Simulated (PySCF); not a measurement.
# Electron correlation in As(2+) (arsenic, charge +2)

[Ar] 3d10 4s2 4p1, 2P determinant. All numbers are calculated (PySCF 2.14, scalar relativity by spin-free X2C-1e, in dyall-v3z (23s16p10d1f, 128 functions)). Frozen: [Ar] 3d10; 3 electrons correlated; the 62 highest virtual orbitals of each spin left out.

MP2 pair energies summed by pair of shells (mhartree):

| pair | energy | share (%) |
| --- | --- | --- |
| 4s-4s | -22.60 | 55.6 |
| 4s-4p | -18.01 | 44.4 |

Total MP2 correlation energy: -40.61 mhartree.

Same-spin part -2.66 and opposite-spin part -37.94 mhartree; SCS-MP2 scales them by 1/3 and 6/5 to -46.42 mhartree.
